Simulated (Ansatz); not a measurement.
A series at Si: from `N#C[SiH](C#N)C#N`, ligands are replaced one by one, each step taking up H₂ and setting free `C#N`; n counts the steps. Ansatz, PBE0-D4/def2-TZVP geometries.

CBS adds triple-zeta CCSD(T) − MP2 to the MP2 limit, frozen cores; atoms without spin–orbit coupling. 

```json
{"n": "0", "molecule": "`N#C[SiH](C#N)C#N`", "atomization energy, CCSD(T)/CBS (kJ/mol)": "?"}
{"n": "1", "molecule": "`N#C[SiH2]C#N`", "atomization energy, CCSD(T)/CBS (kJ/mol)": "3071.2"}
{"n": "2", "molecule": "`N#C[SiH3]`", "atomization energy, CCSD(T)/CBS (kJ/mol)": "2223.8"}
{"n": "3", "molecule": "SiH₄", "atomization energy, CCSD(T)/CBS (kJ/mol)": "1362.7"}
```

Task: By hand: fit a straight line y = ȳ + b (n − n̄) to the 3 given rows and predict n = 0.

Result: n̄ = 2.000, ȳ = 2219.23; Σ(n − n̄)(y − ȳ) = -1708.50, Σ(n − n̄)² = 2.000, so b = -854.25 kJ/mol a step. Prediction: 2219.23 + (-854.25) × (-2.000) = 3927.7 kJ/mol.

Task: By hand: compare with the computed value, 3907.9 kJ/mol, and give the steps along the whole series.

Result: The line misses by -19.8 kJ/mol (computed minus predicted). Steps: -836.7, -847.4, -861.1 kJ/mol.

The steps differ by up to 24.4 kJ/mol, small against a whole step but well beyond the method's doubt, so the ligands' effects don't simply add. The miss is 0.8 % of the series' range. The energies themselves are unsure by some kJ/mol a bond, though much of that is common to the series.
